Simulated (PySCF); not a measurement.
Delta-SCF ions had no search for a lower state. Excitations are Tamm–Dancoff values on a coarser integration grid. The basis has no diffuse functions, so Rydberg states are missing or too high.

Cartesian coordinates (Å):
SMILES: c1cc(c2c(c1)cc(B)s2)B
```xyz
19

B      3.7871     0.6683    -0.2776
C      2.2988     0.3551    -0.1521
C      1.7270    -0.8369     0.2426
C      0.3043    -0.8129     0.2579
C     -0.5979    -1.8392     0.6042
C     -1.9604    -1.6061     0.5507
C     -2.4458    -0.3499     0.1525
C     -1.6027     0.7117    -0.2041
B     -2.1912     2.0658    -0.6319
C     -0.2094     0.4501    -0.1421
S      1.0695     1.5443    -0.5165
H      4.5852    -0.1992    -0.0101
H      4.1717     1.7558    -0.6357
H      2.3250    -1.7087     0.5148
H     -0.2114    -2.8140     0.9131
H     -2.6614    -2.3995     0.8185
H     -3.5258    -0.1840     0.1162
H     -1.4718     2.9869    -0.9406
H     -3.3907     2.2124    -0.6601
```
Charge 0, multiplicity 1.

Task: Give the T1 excitation (TDA), S1 oscillator strength, vertical ionisation energy (Delta-SCF), HOMO–LUMO gap and dipole moment at the level PySCF with PBE0-D4/def2-TZVP // PBE0-D4/def2-SVP.

Result: 
```yaml
T1 excitation (TDA): 2.52 eV
S1 oscillator strength: 0.072
vertical ionisation energy (Delta-SCF): 8.43 eV
HOMO–LUMO gap: 4.21 eV
dipole_moment: 2.84 D
```
